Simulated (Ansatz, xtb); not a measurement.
Relative energy of two structures of CF2Ge

Structure a is a triplet given by its coordinates and structure b is a triplet given by its coordinates. Both are isolated molecules in the gas phase, relaxed with B3LYP/6-31G*.

a (Å):

```xyz
4

C    -0.9857    1.1021    0.5122
F    -0.8164    2.0095   -0.4185
F    -2.1202   -0.8243    2.1769
Ge   -2.7268    0.1631    0.8480
```

Close contacts (Å): C1–F2 1.31, C1–Ge4 2.01, F3–Ge4 1.76.

b (Å):

```yaml
atoms:
  - { symbol: C, position_ang: [-1.6706, 0.5405, 0.6888] }
  - { symbol: F, position_ang: [-1.3633, 0.8459, -0.5609] }
  - { symbol: F, position_ang: [-1.8434, -0.7691, 0.7564] }
  - { symbol: Ge, position_ang: [-1.8421, 1.8220, 2.1974] }
```

Close contacts (Å): C1–F2 1.32, C1–F3 1.32, C1–Ge4 1.99.

Problem. Estimate which is lower in electronic energy at CCSD(T)/def2-TZVPP, and by roughly how much.

Solution. The CCSD(T)/def2-TZVPP calculation puts structure a lower, by 0.138 eV.

How the difference moves with the method:

```json
{"level": "B3LYP/6-31G*", "geometry": "B3LYP/6-31G*", "E(b) − E(a) (eV)": "−0.054", "departure from the last row (eV)": "−0.191", "job, with rough time for the two": "optimisation, 58 s"}
{"level": "HF/def2-TZVPP", "geometry": "B3LYP/6-31G*", "E(b) − E(a) (eV)": "+0.320", "departure from the last row (eV)": "+0.183", "job, with rough time for the two": "part of the CCSD(T) run"}
{"level": "MP2/def2-TZVPP", "geometry": "B3LYP/6-31G*", "E(b) − E(a) (eV)": "+0.111", "departure from the last row (eV)": "−0.027", "job, with rough time for the two": "part of the CCSD(T) run"}
{"level": "CCSD(T)/def2-TZVPP", "geometry": "B3LYP/6-31G*", "E(b) − E(a) (eV)": "+0.138", "departure from the last row (eV)": "", "job, with rough time for the two": "single point, 8.9 min"}
```

B3LYP/6-31G* puts the two in the other order. The largest departure from CCSD(T)/def2-TZVPP is that of B3LYP/6-31G*, 0.191 eV. At CCSD(T)/def2-TZVPP a singlet with the links of b lies below this triplet. Levels run at GFN2-xTB geometries aren't shown. The triplet state of a needn't be its ground state.

With harmonic frequencies from B3LYP/6-31G* (ideal gas, rigid rotor, one conformer each, 298.15 K, 1 atm): on the last row, ΔE + ΔZPE = +0.193, ΔH = +0.177, ΔG = +0.225 eV.

Open shells are spin-unrestricted. The correlated steps freeze 12 core orbitals; the filled d shell of Ge is correlated, in a basis made for valence electrons. Programs: Ansatz 0.2.0; the last row on 1 thread of Arm Neoverse V1 on a shared host.
